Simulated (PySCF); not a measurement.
Radial density of Cl²⁺ (chlorine, charge +2)

wB97X-V, [Ne] 3s2 3p2 3d1, one real determinant (an excited configuration). Calculation: PySCF 2.14, in aug-cc-pV(T+d)Z with one added diffuse shell each of s, p, d, f type (7s6p5d3f, 71 functions); no relativity, point nucleus.

| r (bohr) | 4πr²ρ (e/bohr) | 4πr²(ρα − ρβ) |
| --- | --- | --- |
| 0.00190 | 0.1366 | 0.0000 |
| 0.00319 | 0.3701 | 0.0000 |
| 0.00537 | 0.9722 | 0.0001 |
| 0.00903 | 2.430 | 0.0002 |
| 0.0152 | 5.578 | 0.0005 |
| 0.0255 | 11.12 | 0.0019 |
| 0.0430 | 17.57 | 0.0088 |
| 0.0723 | 19.22 | 0.0407 |
| 0.122 | 14.17 | 0.1480 |
| 0.204 | 15.01 | 0.3180 |
| 0.344 | 19.03 | 0.2405 |
| 0.579 | 8.711 | 0.1207 |
| 0.973 | 3.415 | 1.3362 |
| 1.64 | 3.022 | 1.7662 |
| 2.75 | 0.5657 | 0.4464 |
| 4.63 | 0.02664 | 0.0261 |
| 7.79 | 9.889e-05 | 0.0001 |

⟨L²⟩ = 8.00 against 12 for a pure F term, so this real determinant mixes terms. The outer electron is Rydberg-like, and this basis confines it to a smaller radius and binds it less than a complete one would.
